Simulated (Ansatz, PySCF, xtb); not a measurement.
Complex: CH4 (SMILES C) (first 5 atoms) with C3H4 (SMILES C=C=C); geometry from B3LYP-D3(BJ)/def2-TZVP, rigid monomers moved along the line of their centres of mass till H5···C7 is 4.14 Å.
(charge 0, multiplicity 1):
```csv
atom,x (Å),y (Å),z (Å)
C,-0.2044,-0.0443,-0.2907
H,0.3723,-0.0991,-1.2131
H,-0.7580,0.8937,-0.2666
H,-0.9021,-0.8802,-0.2516
H,0.4678,-0.0913,0.5644
C,1.5443,-0.0219,4.8366
C,0.2543,0.0553,4.6933
C,-1.0346,0.1325,4.5440
H,2.0428,-0.9786,4.9428
H,2.1628,0.8681,4.8552
H,-1.4860,0.1155,3.5589
H,-1.6966,0.2163,5.3981
```

Monomers are frozen at their geometry in the pair; levels with a basis set take the counterpoise correction. Rows marked so take none.

Correlated levels freeze the cores. Rows in 3-21G, 6-31G* carry no dispersion term and start afresh at each structure (6-31G* with six Cartesian d functions).

The values were computed with Ansatz (an electronic-structure program); PySCF for 3-21G rows, 6-31G* rows, the dispersion terms; xtb for the GFN methods. Each number belongs to the level named beside it.

```tsv
level	interaction energy (kcal/mol)
GFN-FF	-0.29
HF/6-31G*	-0.04
PBE/def2-TZVPPD	-0.18
r2SCAN/def2-TZVPPD	-0.14
r2SCAN-D4/def2-TZVPPD	-0.31
B3LYP/3-21G (no counterpoise)	?
B3LYP-D4/def2-TZVPPD	-0.29
wB97X-V/def2-TZVPPD	-0.32
CCSD(T)/aug-cc-pVDZ	-0.32
```

Task: Some entries are withheld; supply them.

Result: 
- B3LYP/3-21G (no counterpoise), interaction energy (kcal/mol): -0.09
